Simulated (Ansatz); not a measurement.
Species: HCl3OSn, SMILES `[OH][Sn]([Cl])([Cl])[Cl]` (charge 0, multiplicity 1).

Task: Give a relaxed geometry from r2SCAN-D4/def2-TZVP in Ansatz (a program for electronic structure).

Result: the end point of this relaxation (outside a Z-matrix the atoms follow the SMILES, hydrogens last).
Z-matrix (Å, degrees):
```
Sn
O 1 1.9392
H 2 0.9661 1 112.25
Cl 1 2.2878 2 105.97 3 169.50
Cl 1 2.3026 2 111.00 3 -70.90
Cl 1 2.3045 2 110.37 3 49.18
```
